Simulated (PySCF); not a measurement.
Isomers of C5H6OS, one GFN2-xTB conformer each. Single-point energies are computed at wB97X-D/def2-SVPD (PySCF, gas phase, no added dispersion term), electronic only.

Question: Rank them by wB97X-D/def2-SVPD energy, lowest first (kJ/mol).
A. `[OH:1][CH2:2][c:3]1[cH:4][cH:5][cH:6][s:7]1` with H–O1–C2–C3 59°, O1–C2–C3–C4 85°
B. `[CH3:1][S:2][c:3]1[cH:4][cH:5][o:6][cH:7]1` with C1–S2–C3–C4 180°
C. `[SH:1][CH2:2][c:3]1[cH:4][cH:5][cH:6][o:7]1` with H–S1–C2–C3 -59°, S1–C2–C3–C4 -87°

Answer: A (0.0), C (15.6), B (38.2).

As drawn, the lowest has an O–H bond, which the highest lacks. GFN2-xTB itself gives, in the same order: 36.7, 0.0, 16.7. GFN2-xTB puts SCc1ccco1 lowest instead; measured from each level's own lowest isomer, the values differ by up to 36.7 kJ/mol (OCc1cccs1: 36.7 against 0.0).

Which frontier levels, dipoles and rotational constants go with these structures?

```json
{"SMILES": "OCc1cccs1", "HOMO (eV, wB97X-D/def2-SVPD)": "-8.76", "LUMO (eV)": "1.03", "dipole (D)": "1.43", "A, B, C (MHz)": "4528, 1719, 1358"}
{"SMILES": "SCc1ccco1", "HOMO (eV, wB97X-D/def2-SVPD)": "-8.21", "LUMO (eV)": "1.40", "dipole (D)": "1.53", "A, B, C (MHz)": "5912, 1293, 1207"}
{"SMILES": "CSc1ccoc1", "HOMO (eV, wB97X-D/def2-SVPD)": "-7.82", "LUMO (eV)": "1.89", "dipole (D)": "0.94", "A, B, C (MHz)": "5891, 1507, 1209"}
```
